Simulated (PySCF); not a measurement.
# Gallium: a sound run and one with changed settings

Sound run: Ga²⁺ [Ar] 3d10 4s1, Ga³⁺ [Ar] 3d10. Computed with PySCF 2.14 in cc-pVDZ-DK (5s4p2d, 27 functions), with scalar relativity by spin-free X2C-1e. The sound run starts from symmetry-adapted Hartree-Fock orbitals and uses a fine grid where one is needed.

Changed run: initial guess minao, at most 50 SCF cycles.

| species | method | sound run (hartree) | changed run (hartree) | converged |
| --- | --- | --- | --- | --- |
| Ga²⁺ | UHF | -1941.19076 | -1941.19076 | yes |
| Ga²⁺ | M06-2X | -1942.82864 | -1942.82864 | yes |
| Ga²⁺ | LDA | -1939.58503 | -1939.58503 | yes |
| Ga³⁺ | UHF | -1940.09939 | -1940.09939 | yes |
| Ga³⁺ | M06-2X | -1941.68925 | -1941.68925 | yes |
| Ga³⁺ | LDA | -1938.41593 | -1938.41593 | yes |

Here the plain start reaches the same solutions.
